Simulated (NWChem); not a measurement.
System: MgSiH4; SMILES [MgH][SiH3]

Results from NWChem. Coordinates come from a PBE-D3(BJ)/def2-SVP optimisation. Ions are spin-unrestricted doublets at the neutral geometry; other ion states weren't tried.

For level LDA (Slater exchange, VWN5)/def2-SVP:

| Item | Result |
|---|---|
| −ε(HOMO) (eV) | 5.86 |

Question: What are these values for level BHandHLYP/def2-SVP?

Answer: 
| Property | Result |
|---|---|
| −ε(HOMO) (eV) | 7.74 |
